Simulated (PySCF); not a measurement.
Ga(Cl)2(SeH), SMILES [Cl][Ga]([Cl])[SeH] (HCl2GaSe) at its CAM-B3LYP/def2-SVP optimised geometry (Å):

```
5

Ga     0.6031     0.0153     0.0000
Cl     1.6803    -1.8237     0.0035
Cl     1.7355     1.8237    -0.0041
Se    -1.6933     0.0153     0.0000
H     -1.7355     1.4845     0.0000
```

Method: CAM-B3LYP/def2-TZVP (PySCF). Cells within 0.4 Å of a nucleus heavier than hydrogen are left out (blank, or x).

Map of the electron localisation function on the plane z = 0.0 Å:

```
|00000000000000000000000000000|
|00000000000000000112111000000|
|00000000000000012344432110000|
|00000000000000024667665421000|
|00000135530000146788877642100|
|00001589983000157888888764200|
|00004899998100157884128876310|
|0001599999930014786xxx5886420|
|0001599999950003685xxx4987520|
|00014899999510025771x18887420|
|00013689997421123687778876410|
|00123567665443111147777764210|
|01235531112563134312554421000|
|02356516xx157227xx31221000000|
|0257761xxx25723xxx51110000000|
|13578725x6167227xx31221000000|
|03578862113663123213554321000|
|02578887555543111157777654200|
|01357787654321124687788875310|
|00135666542100136761x28886410|
|0001234331000014783xxx7986410|
|0000011100000025784xxx7886410|
|00000000000000368882138875310|
|00000000000000367888888764200|
|00000000000000256788877542100|
|00000000000000135667665321000|
|00000000000000012344432100000|
|00000000000000001112110000000|
|00000000000000000000000000000|
```
Scale: ten equal steps from 0.000 (start of '0') to 1.000 (end of '9'), in the order '0123456789'; x runs from -4.00 to 4.00, y from -4.00 (bottom) to 4.00 (top).
